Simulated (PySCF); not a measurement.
Task: Give a PBE0-D3(BJ)/def2-SVP geometry of 4-chlorophenylboronic acid (`OB(O)c1ccc(Cl)cc1`).

Result: 
```xyz
16
C6H6BClO2 angstrom
O     -2.5909    1.1814   -0.4361
B     -1.9636   -0.0009   -0.1693
O     -2.6155   -1.1838    0.0293
C     -0.4017   -0.0009   -0.0840
C      0.3059   -1.1763    0.2075
C      1.6948   -1.1869    0.2926
C      2.3944    0.0010    0.0811
Cl     4.1244    0.0032    0.1868
C      1.7234    1.1877   -0.2133
C      0.3342    1.1748   -0.2926
H     -3.5498    1.1439   -0.4816
H     -3.5737   -1.1465   -0.0296
H     -0.2478   -2.1040    0.3722
H      2.2423   -2.1028    0.5212
H      2.2928    2.1045   -0.3751
H     -0.1976    2.1017   -0.5216
```

Any rigid rotation of these coordinates is as good. Atoms count from 1 in this order. The 6-membered ring C4–C5–C6–C7–C9–C10 has internal angles of 118.0° to 121.5° (sum 720°, against 720° for a flat polygon); it is planar, 0.00 Å rms from its mean plane, widest ring torsion 0°. Of the pairs four or more bonds apart, O3···H13 is among the closest relative to their van der Waals radii: 2.56 Å, 94 % of the sum of Bondi's values. The 10 heavy atoms lie in one plane (0.008 Å rms). B2 (three-coordinate boron) is planar (angles 124.0°, 118.0° and 118.0°, sum 360.0°, 0.00 Å off the plane of its three neighbours).

Bonds between heavy atoms (Å): O1–B2 1.365, B2–O3 1.365, B2–C4 1.564, C4–C5 1.403, C5–C6 1.392, C6–C7 1.395, C7–Cl8 1.733, C7–C9 1.395, C9–C10 1.392, C4–C10 1.403.

Computed, not measured: PBE0-D3(BJ)/def2-SVP geometry optimisation, gas phase (PySCF 2.14.0).

Point group: C2v (tolerance 0.08 Å). Stationary, but not proved a minimum. One conformer, not necessarily the lowest (H–O1–B2–O3 0°, O1–B2–O3–H 0°).

Hardware: Arm Neoverse N1, one thread, shared host. Cost: 3.8 min of wall time, 0.73 GiB resident at most. This is the geometry optimisation.
